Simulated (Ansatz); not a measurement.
Input file for Ansatz (a quantum-chemistry and plane-wave program): U-r2SCAN/def2-TZVPP on MgCl, 2S+1 = 2, a spin state set in the input, which need not be the lowest, a point of a bond scan (R = 2.219 Å).

Ansatz 0.2 input:
```yaml
crystal:
  periodic: [false, false, false]
  atoms:
    - {symbol: Mg, position_ang: [0.00000000, 0.00000000, 0.00000000]}
    - {symbol: Cl, position_ang: [0.00000000, 0.00000000, 2.21920200]}
basis:
  gaussian:
    orbitals: def2-TZVPP
    pivot_positions_ang: [[0.00000000, 0.00000000, 0.00000000], [0.00000000, 0.00000000, 2.21920200]]
hamiltonian:
  xc: {name: r2SCAN}
magnetization: {spin_polarized: true, initial_magnetization: 1}
output: {forces: true, orbitals: {seedname: ./end}}
```

The head of its log:

```
Functional definition: r2SCAN
[...]
integrals: 0.02 GiB planned
582 factors; their error is unknown
mean field: 0.20 GiB planned
mean field evaluation 1: about -17965.9417 eV, gradient 1.4e1 eV
mean field evaluation 2: about -17963.0126 eV, gradient 2.7e1 eV
```

Q: What total energy does the run end on?

A: -660.2827 hartree.
